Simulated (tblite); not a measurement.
Record of a relaxation.

C4H10AlFS2.
Numbering: `[CH3:1][C:2](=[S:3])[CH2:4][S@+:5]([AlH3-:6])[CH2:7][F:8]` (hydrogens: H9, H10, H11 on C1; H12, H13 on C4; H14, H15, H16 on Al6; H17, H18 on C7)
Bond orders are those of one Lewis drawing.

Computed with GFN2-xTB (tblite), gas phase: L-BFGS steps from a force-field or distance-geometry start until the largest atomic force falls under 0.01 eV/Å. 4 of its 160 geometries are shown.

Step 0: E = -703.6717 eV, largest atomic force 14.973 eV/Å
```
atom  x, y, z in Å  |  force x, y, z in eV/Å
C1      2.145    1.451    0.513   -0.248  -0.750   1.072
C2      1.361    1.052   -0.722    1.655  -7.962  10.350
S3      1.243    1.978   -1.799   -1.420   9.600 -11.403
C4      0.773   -0.328   -0.837    1.435  -2.080   1.058
S5     -1.003   -0.283   -0.639   -0.782   1.430  -1.399
Al6    -1.559    0.355    1.419   -0.790   1.067   3.624
C7     -1.690   -1.885   -0.976    0.091  -1.495   0.109
F8     -1.408   -2.250   -2.270   -0.249   0.034   0.663
H9      3.192    1.689    0.246   -0.664  -0.043   0.124
H10     2.142    0.638    1.274    0.092   0.542  -0.347
H11     1.663    2.345    0.979    0.451  -0.621  -0.427
H12     1.028   -0.787   -1.811   -0.262   0.323   0.237
H13     1.179   -1.004   -0.034   -0.187   0.395  -0.525
H14    -1.186    1.898    1.607    0.186  -0.293  -0.745
H15    -3.122    0.141    1.650    0.237  -0.264  -0.797
H16    -0.729   -0.513    2.487    0.167  -0.200  -0.774
H17    -2.789   -1.853   -0.822    0.472   0.157  -0.221
H18    -1.249   -2.636   -0.276   -0.184   0.160  -0.598
```

Step 53: E = -705.9520 eV, largest atomic force 0.219 eV/Å
```
atom  x, y, z in Å  |  force x, y, z in eV/Å
C1      1.956    1.410    0.571    0.012   0.008   0.033
C2      1.432    1.023   -0.766    0.039   0.111   0.040
S3      1.627    1.996   -2.055   -0.018  -0.100   0.015
C4      0.712   -0.280   -0.907    0.186   0.109  -0.039
S5     -1.105    0.031   -0.916   -0.012  -0.032   0.030
Al6    -1.418    0.212    1.509    0.012   0.043   0.064
C7     -1.694   -1.676   -0.756   -0.019  -0.041  -0.013
F8     -1.274   -2.442   -1.791    0.030   0.027   0.021
H9      3.010    1.680    0.485   -0.027  -0.020   0.017
H10     1.839    0.625    1.318   -0.051  -0.008  -0.045
H11     1.440    2.305    0.926   -0.017  -0.046  -0.040
H12     0.939   -0.724   -1.876   -0.045  -0.105   0.002
H13     0.945   -0.963   -0.084   -0.078   0.031  -0.080
H14    -0.980    1.708    1.579   -0.032  -0.019   0.060
H15    -2.934   -0.200    1.442    0.045  -0.005  -0.006
H16    -0.397   -0.934    1.897    0.017   0.053  -0.010
H17    -2.784   -1.643   -0.767   -0.047   0.002  -0.041
H18    -1.322   -2.120    0.178    0.004  -0.010  -0.007
```

Step 106: E = -706.0538 eV, largest atomic force 0.099 eV/Å
```
atom  x, y, z in Å  |  force x, y, z in eV/Å
C1      1.660    1.503    0.502    0.035  -0.007  -0.001
C2      1.614    0.888   -0.846   -0.013   0.037  -0.031
S3      2.532    1.397   -2.086    0.032   0.044   0.051
C4      0.704   -0.269   -1.052    0.007  -0.039  -0.003
S5     -1.065    0.156   -0.760   -0.034   0.018   0.006
Al6    -1.240    0.118    1.706   -0.095  -0.024  -0.014
C7     -1.698   -1.548   -0.725   -0.038  -0.030   0.014
F8     -1.224   -2.253   -1.780   -0.034   0.015   0.040
H9      2.672    1.832    0.727   -0.024   0.038   0.029
H10     1.304    0.808    1.270    0.027   0.001   0.003
H11     1.013    2.385    0.536    0.014  -0.041  -0.056
H12     0.773   -0.628   -2.079   -0.024  -0.061   0.016
H13     0.937   -1.069   -0.343    0.045   0.001  -0.003
H14    -0.992    1.620    1.999    0.021   0.042   0.002
H15    -2.721   -0.409    1.640    0.043  -0.032   0.029
H16    -0.107   -0.971    1.875    0.018  -0.014  -0.004
H17    -2.787   -1.501   -0.798    0.007   0.013  -0.020
H18    -1.383   -2.054    0.202    0.011   0.040  -0.058
```

Step 159: E = -706.0794 eV, largest atomic force 0.010 eV/Å
```
atom  x, y, z in Å  |  force x, y, z in eV/Å
C1      1.593    1.587    0.445    0.000  -0.002  -0.002
C2      1.692    0.812   -0.813   -0.003  -0.007   0.001
S3      2.813    1.107   -1.950    0.004   0.004  -0.006
C4      0.732   -0.310   -0.996    0.006  -0.003  -0.001
S5     -1.019    0.198   -0.724    0.002   0.000   0.000
Al6    -1.180    0.040    1.747    0.000   0.001   0.000
C7     -1.755   -1.460   -0.784   -0.001   0.001  -0.002
F8     -1.392   -2.104   -1.918    0.002   0.000   0.001
H9      2.490    2.178    0.610    0.007   0.001  -0.001
H10     1.411    0.922    1.297    0.001  -0.001   0.000
H11     0.737    2.266    0.384   -0.008   0.006   0.002
H12     0.791   -0.722   -2.004   -0.001  -0.001   0.002
H13     0.941   -1.091   -0.256   -0.001   0.004   0.000
H14    -1.000    1.549    2.081    0.001   0.003   0.002
H15    -2.622   -0.577    1.732   -0.007  -0.004   0.003
H16     0.013   -0.992    1.847   -0.002  -0.003   0.000
H17    -2.841   -1.341   -0.784   -0.001   0.000   0.001
H18    -1.414   -2.055    0.076    0.001   0.001  -0.001
```

Q: Summarise the path.

A: The energy falls by 55.52 kcal/mol from step 0 to step 159; nine tenths of that is first reached at step 23. It falls at every step. The largest force goes from 14.973 to 0.010 eV/Å. Among the bonds S5–Al6 changes most, from 2.226 to 2.481 Å; the atoms move by 0.768 Å rms after alignment.

Q: Follow the three bonds and two angles with the largest change from start to end.

A: 
```json
{"step": "0", "E above end (kcal/mol)": "55.52", "largest force (eV/Å)": "14.973", "S5–Al6 (Å)": "2.226", "C2=S3 (Å)": "1.425", "C4–S5 (Å)": "1.787", "Al6–S5–C7 (°)": "109.7", "S5–Al6–H16 (°)": "109.3"}
{"step": "7", "E above end (kcal/mol)": "8.23", "largest force (eV/Å)": "0.280", "S5–Al6 (Å)": "2.538", "C2=S3 (Å)": "1.632", "C4–S5 (Å)": "1.871", "Al6–S5–C7 (°)": "106.8", "S5–Al6–H16 (°)": "98.4"}
{"step": "14", "E above end (kcal/mol)": "6.83", "largest force (eV/Å)": "0.381", "S5–Al6 (Å)": "2.436", "C2=S3 (Å)": "1.630", "C4–S5 (Å)": "1.863", "Al6–S5–C7 (°)": "108.6", "S5–Al6–H16 (°)": "96.3"}
{"step": "21", "E above end (kcal/mol)": "5.75", "largest force (eV/Å)": "0.197", "S5–Al6 (Å)": "2.417", "C2=S3 (Å)": "1.624", "C4–S5 (Å)": "1.842", "Al6–S5–C7 (°)": "103.6", "S5–Al6–H16 (°)": "96.6"}
{"step": "28", "E above end (kcal/mol)": "4.78", "largest force (eV/Å)": "0.226", "S5–Al6 (Å)": "2.459", "C2=S3 (Å)": "1.625", "C4–S5 (Å)": "1.834", "Al6–S5–C7 (°)": "98.1", "S5–Al6–H16 (°)": "95.9"}
{"step": "35", "E above end (kcal/mol)": "4.23", "largest force (eV/Å)": "0.124", "S5–Al6 (Å)": "2.487", "C2=S3 (Å)": "1.625", "C4–S5 (Å)": "1.837", "Al6–S5–C7 (°)": "95.6", "S5–Al6–H16 (°)": "94.7"}
{"step": "41", "E above end (kcal/mol)": "3.80", "largest force (eV/Å)": "0.144", "S5–Al6 (Å)": "2.452", "C2=S3 (Å)": "1.623", "C4–S5 (Å)": "1.851", "Al6–S5–C7 (°)": "93.3", "S5–Al6–H16 (°)": "93.0"}
{"step": "48", "E above end (kcal/mol)": "3.39", "largest force (eV/Å)": "0.148", "S5–Al6 (Å)": "2.448", "C2=S3 (Å)": "1.623", "C4–S5 (Å)": "1.853", "Al6–S5–C7 (°)": "89.5", "S5–Al6–H16 (°)": "93.0"}
{"step": "55", "E above end (kcal/mol)": "2.82", "largest force (eV/Å)": "0.111", "S5–Al6 (Å)": "2.460", "C2=S3 (Å)": "1.626", "C4–S5 (Å)": "1.843", "Al6–S5–C7 (°)": "85.8", "S5–Al6–H16 (°)": "96.6"}
{"step": "62", "E above end (kcal/mol)": "2.37", "largest force (eV/Å)": "0.170", "S5–Al6 (Å)": "2.468", "C2=S3 (Å)": "1.628", "C4–S5 (Å)": "1.847", "Al6–S5–C7 (°)": "85.2", "S5–Al6–H16 (°)": "96.7"}
{"step": "69", "E above end (kcal/mol)": "1.95", "largest force (eV/Å)": "0.099", "S5–Al6 (Å)": "2.469", "C2=S3 (Å)": "1.625", "C4–S5 (Å)": "1.849", "Al6–S5–C7 (°)": "85.9", "S5–Al6–H16 (°)": "95.2"}
{"step": "76", "E above end (kcal/mol)": "1.63", "largest force (eV/Å)": "0.170", "S5–Al6 (Å)": "2.471", "C2=S3 (Å)": "1.623", "C4–S5 (Å)": "1.853", "Al6–S5–C7 (°)": "86.9", "S5–Al6–H16 (°)": "93.0"}
{"step": "83", "E above end (kcal/mol)": "1.32", "largest force (eV/Å)": "0.152", "S5–Al6 (Å)": "2.468", "C2=S3 (Å)": "1.625", "C4–S5 (Å)": "1.853", "Al6–S5–C7 (°)": "87.0", "S5–Al6–H16 (°)": "92.8"}
{"step": "90", "E above end (kcal/mol)": "1.14", "largest force (eV/Å)": "0.097", "S5–Al6 (Å)": "2.478", "C2=S3 (Å)": "1.625", "C4–S5 (Å)": "1.848", "Al6–S5–C7 (°)": "86.8", "S5–Al6–H16 (°)": "93.7"}
{"step": "97", "E above end (kcal/mol)": "0.98", "largest force (eV/Å)": "0.065", "S5–Al6 (Å)": "2.469", "C2=S3 (Å)": "1.625", "C4–S5 (Å)": "1.847", "Al6–S5–C7 (°)": "87.2", "S5–Al6–H16 (°)": "95.5"}
{"step": "104", "E above end (kcal/mol)": "0.66", "largest force (eV/Å)": "0.184", "S5–Al6 (Å)": "2.478", "C2=S3 (Å)": "1.629", "C4–S5 (Å)": "1.846", "Al6–S5–C7 (°)": "86.6", "S5–Al6–H16 (°)": "93.8"}
{"step": "111", "E above end (kcal/mol)": "0.44", "largest force (eV/Å)": "0.076", "S5–Al6 (Å)": "2.476", "C2=S3 (Å)": "1.624", "C4–S5 (Å)": "1.846", "Al6–S5–C7 (°)": "86.1", "S5–Al6–H16 (°)": "92.8"}
{"step": "118", "E above end (kcal/mol)": "0.34", "largest force (eV/Å)": "0.055", "S5–Al6 (Å)": "2.477", "C2=S3 (Å)": "1.624", "C4–S5 (Å)": "1.846", "Al6–S5–C7 (°)": "86.0", "S5–Al6–H16 (°)": "92.5"}
{"step": "124", "E above end (kcal/mol)": "0.24", "largest force (eV/Å)": "0.047", "S5–Al6 (Å)": "2.486", "C2=S3 (Å)": "1.623", "C4–S5 (Å)": "1.845", "Al6–S5–C7 (°)": "85.3", "S5–Al6–H16 (°)": "92.6"}
{"step": "131", "E above end (kcal/mol)": "0.12", "largest force (eV/Å)": "0.087", "S5–Al6 (Å)": "2.487", "C2=S3 (Å)": "1.622", "C4–S5 (Å)": "1.847", "Al6–S5–C7 (°)": "86.3", "S5–Al6–H16 (°)": "92.9"}
{"step": "138", "E above end (kcal/mol)": "0.05", "largest force (eV/Å)": "0.037", "S5–Al6 (Å)": "2.483", "C2=S3 (Å)": "1.624", "C4–S5 (Å)": "1.843", "Al6–S5–C7 (°)": "87.0", "S5–Al6–H16 (°)": "93.3"}
{"step": "145", "E above end (kcal/mol)": "0.03", "largest force (eV/Å)": "0.018", "S5–Al6 (Å)": "2.481", "C2=S3 (Å)": "1.624", "C4–S5 (Å)": "1.843", "Al6–S5–C7 (°)": "87.1", "S5–Al6–H16 (°)": "93.3"}
{"step": "152", "E above end (kcal/mol)": "0.01", "largest force (eV/Å)": "0.028", "S5–Al6 (Å)": "2.484", "C2=S3 (Å)": "1.624", "C4–S5 (Å)": "1.844", "Al6–S5–C7 (°)": "87.0", "S5–Al6–H16 (°)": "93.4"}
{"step": "159", "E above end (kcal/mol)": "0.00", "largest force (eV/Å)": "0.010", "S5–Al6 (Å)": "2.481", "C2=S3 (Å)": "1.623", "C4–S5 (Å)": "1.843", "Al6–S5–C7 (°)": "87.0", "S5–Al6–H16 (°)": "93.2"}
```

The cost below is that of the whole relaxation. On one thread, Arm Neoverse N1 (aarch64) (shared host), this took 2.6 s.
